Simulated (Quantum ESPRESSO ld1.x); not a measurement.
Species: Er26+. Configuration: [Ar] 3d10 4s1.75 4p6 4d6 5d0.25 (fractional occupations, a model configuration). Method: Dirac Kohn-Sham, relativistic LDA (MacDonald-Vosko exchange, VWN5 correlation), spin-unpolarised, spherical densities, point nucleus; open shells fill j = l - 1/2 first; computed with ld1.x of Quantum ESPRESSO 7.5.

Spin-orbit splittings of the eigenvalues, e(l+1/2) - e(l-1/2), with zeta = 2 splitting/(2l+1) and mean radii in bohr:

shell  occ.  splitting (eV)  zeta (eV)  <r> j=l-1/2  <r> j=l+1/2
2p        6           905.8      603.9      0.07170      0.07894
3p        6           192.6      128.4       0.2141       0.2274
3d       10               ?          ?       0.2000       0.2041
4p        6           53.57      35.71       0.4759       0.4981
4d        6           11.14      4.457       0.4959       0.5024
5p        0           20.31      13.54       0.8742       0.9045
5d     0.25           4.318      1.727       0.9331       0.9415

Estimate the 3d splitting.

Answer. 42.38 eV (zeta = 16.95 eV).
